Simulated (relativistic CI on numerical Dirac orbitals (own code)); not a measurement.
Transition arrays of Cu4+

These numbers are calculated, not measured: Dirac-Coulomb-Breit CI, orbitals from a KLI potential per configuration, model QED (radiative potential, 1s self-energy scaled to tabulated hydrogen-like ionisation energies), valence Slater integrals scaled by 0.9, whole transition arrays (own radial code, finite nucleus).

Configuration list (outside the closed core [Ne] 3s2): 3p6.3d7, 3p6.3d6.4f, 3p5.3d8, 3p6.3d6.4p, 3p6.3d6.5f. Levels of other configurations are missing.

All E1 lines from the levels of 3p6.3d7; mean and standard deviation are weighted by gf, and upper levels are sorted by their leading configuration.

```csv
Upper configuration,Lines,Σgf,Mean (eV),Mean (nm),σ (eV),Strongest line (nm)
3p6.3d6.4f,2825,71.2,59.46,20.850,2.70,20.508
3p5.3d8,454,178.3,81.11,15.286,5.35,14.033
3p6.3d6.4p,1718,60.8,35.89,34.543,2.28,35.513
3p6.3d6.5f,2837,48.9,67.21,18.447,3.23,19.074
```

Σgf per state of the lower configuration in bins of 1 nm over the central range (centre: value): 14.5: 0.53, 15.5: 0.56, 16.5: 0.30, 17.5: 0.18, 18.5: 0.19, 19.5: 0.19, 20.5: 0.24, 21.5: 0.24, 22.5: 0.04, 30.5: 0.02, 31.5: 0.02, 32.5: 0.02, 33.5: 0.12, 34.5: 0.10, 35.5: 0.09, 36.5: 0.07.

Question: How do configuration mixing and the scaling of the Slater integrals move the arrays?

Answer: Slater scale 0.9, no configuration mixing: 3p6.3d6.4f 59.6 ± 2.7 eV (Σgf 87.3), 3p5.3d8 81.3 ± 5.3 eV (Σgf 151.3), 3p6.3d6.4p 35.8 ± 2.3 eV (Σgf 60.4), 3p6.3d6.5f 67.3 ± 2.7 eV (Σgf 54.5); Slater scale 1: 3p6.3d6.4f 59.6 ± 3.3 eV (Σgf 70.4), 3p5.3d8 81.8 ± 5.8 eV (Σgf 176.2), 3p6.3d6.4p 36.0 ± 2.5 eV (Σgf 60.9), 3p6.3d6.5f 67.8 ± 4.4 eV (Σgf 53.3); Slater scale 0.8: 3p6.3d6.4f 59.6 ± 2.5 eV (Σgf 74.4), 3p5.3d8 80.8 ± 4.7 eV (Σgf 169.8), 3p6.3d6.4p 35.8 ± 2.0 eV (Σgf 60.7), 3p6.3d6.5f 68.0 ± 3.6 eV (Σgf 52.7). With mixing, levels are counted to their leading configuration, so an array can shrink or vanish into another, and the sums then hold other lines.
